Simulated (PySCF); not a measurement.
# Nonlinear optical response: `Sc1ccc(C(F)(F)F)cc1`, C$_{7}$H$_{5}$F$_{3}$S

Geometry:
```json
{"atom": "F1", "x (Å)": "-2.920", "y (Å)": "-1.476", "z (Å)": "-0.088"}
{"atom": "C2", "x (Å)": "-2.446", "y (Å)": "-0.263", "z (Å)": "-0.388"}
{"atom": "F3", "x (Å)": "-2.749", "y (Å)": "-0.014", "z (Å)": "-1.667"}
{"atom": "F4", "x (Å)": "-3.132", "y (Å)": "0.620", "z (Å)": "0.349"}
{"atom": "C5", "x (Å)": "-0.969", "y (Å)": "-0.162", "z (Å)": "-0.142"}
{"atom": "C6", "x (Å)": "-0.235", "y (Å)": "0.853", "z (Å)": "-0.757"}
{"atom": "C7", "x (Å)": "1.125", "y (Å)": "0.986", "z (Å)": "-0.507"}
{"atom": "C8", "x (Å)": "1.772", "y (Å)": "0.101", "z (Å)": "0.365"}
{"atom": "S9", "x (Å)": "3.492", "y (Å)": "0.200", "z (Å)": "0.733"}
{"atom": "C10", "x (Å)": "1.032", "y (Å)": "-0.918", "z (Å)": "0.978"}
{"atom": "C11", "x (Å)": "-0.327", "y (Å)": "-1.046", "z (Å)": "0.725"}
{"atom": "H12", "x (Å)": "-0.729", "y (Å)": "1.542", "z (Å)": "-1.445"}
{"atom": "H13", "x (Å)": "1.687", "y (Å)": "1.783", "z (Å)": "-0.999"}
{"atom": "H14", "x (Å)": "3.756", "y (Å)": "1.276", "z (Å)": "-0.037"}
{"atom": "H15", "x (Å)": "1.526", "y (Å)": "-1.618", "z (Å)": "1.657"}
{"atom": "H16", "x (Å)": "-0.896", "y (Å)": "-1.846", "z (Å)": "1.201"}
```

Method used: quadratic response CAM-B3LYP/aug-cc-pVDZ first hyperpolarisability, Taylor convention, gas phase (PySCF). Geometry: PBE0-D3(BJ)/def2-SVP.

(1) What is the first hyperpolarisability, and how does it disperse?

(2) Which lowest excitations, dipole and polarisabilities go with it?

## Answers

(1) In au, Taylor convention; the vector part is βᵢ = ⅓ Σⱼ (βᵢⱼⱼ + βⱼᵢⱼ + βⱼⱼᵢ); β∥ is 3/5 of the vector part along the dipole, the dipole points from − to +:
```tsv
process	λ (nm)	β vector norm	β∥	β HRS	depolarisation ratio
static β(0;0,0)	∞	107.9	63.7	103.5	1.80
second harmonic β(−2ω;ω,ω)	1907	133.4	78.5	114.9	1.90
Pockels β(−ω;ω,0)	1907	116.0	68.4	–	–
second harmonic β(−2ω;ω,ω)	1064	207.9	121.6	148.1	2.15
Pockels β(−ω;ω,0)	1064	135.4	79.7	–	–
```

(2) S1 4.97 eV (f = 0.004); S2 5.18 eV (f = 0.002); S3 5.26 eV (f = 0.287); dipole 2.40 D; isotropic α 106.5 au static, 106.9 au at 1907 nm, 107.9 au at 1064 nm, 108.2 au at 953.5 nm, 112.7 au at 532 nm.
